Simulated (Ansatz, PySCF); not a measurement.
Molecule: HSiO2, net charge 0, doublet state. SMILES: [O][Si]O
Geometry: optimised at B3LYP-D3(BJ)/def2-TZVP (Ansatz, a quantum-chemistry and plane-wave program).

Quantity: size of the dipole moment, in D. Terms: spin-orbit terms left out; LANL2DZ with its own core potentials from Na on; 6-311+G** with 5d, 6d on Na to Ar in Ansatz; UHF or UKS for open shells; six Cartesian d functions in 6-31G* and its kin unless marked 5d; dispersion terms only where a functional's name holds one; non-relativistic. Ab initio and DFT rows: single points at B3LYP-D3(BJ) geometries (Ansatz).

| level | program | size of the dipole moment (D) |
|---|---|---|
| SVWN5/6-31G* | Ansatz | 4.33 |
| PBE/STO-3G | Ansatz | 2.69 |
| PBE/LANL2DZ | Ansatz | 4.67 |
| PBE/6-311+G** | Ansatz | 4.60 |
| BLYP/6-31G* | Ansatz | 4.21 |
| BP86/def2-SVP | PySCF | 4.24 |
| B3LYP/STO-3G | Ansatz | 2.69 |
| B3LYP/3-21G | Ansatz | 4.14 |
| B3LYP/LANL2DZ | Ansatz | 4.91 |
| B3LYP/6-31G | Ansatz | 4.66 |
| B3LYP/6-31G* | Ansatz | 4.47 |
| B3LYP/6-31G** | Ansatz | 4.46 |
| B3LYP/cc-pVDZ | Ansatz | 4.36 |
| M06-2X/6-31G* (5d) | PySCF | 4.91 |

No value to compare with is used here. The 14 habitual levels span 2.69 (B3LYP/STO-3G) to 4.91 D (B3LYP/LANL2DZ).

The levels are drawn from those run, B3LYP/6-31G* more often than the rest, none by its result; left out are runs that failed, that the program found above a lower state of the same kind, or whose <S^2> lies over 0.5 above the pure value.
